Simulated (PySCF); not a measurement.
Input for PySCF: R-M06-2X/6-31G* on C2H2O2 (SMILES O=CC=O), a point of a torsion scan.

```python
from pyscf import gto, scf, dft, mp
from pyscf.data.elements import chemcore

mol = gto.M(
    atom='''
    O     1.53138725   -0.09125698   -0.89597696
    C     0.76208011   -0.05956383    0.01723259
    C    -0.75025637    0.03917816   -0.14016160
    O    -1.34123760   -0.24506129   -1.13852794
    H     1.08995499   -0.10263694    1.07463340
    H    -1.26174446    0.40767847    0.77090721
    ''',
    basis='6-31g*',
    cart=True,
    charge=0, spin=0, verbose=3, max_memory=1800)
mf = dft.RKS(mol, xc='m062x')
mf.conv_tol = 1e-8
mf.max_cycle = 100
mf.kernel()
if not mf.converged:
    mf = mf.newton().run(mf.mo_coeff, mf.mo_occ)
```

Output:

```
converged SCF energy = -227.714658084293
```

The run converged.

Cost: around 5 core-seconds (rough).
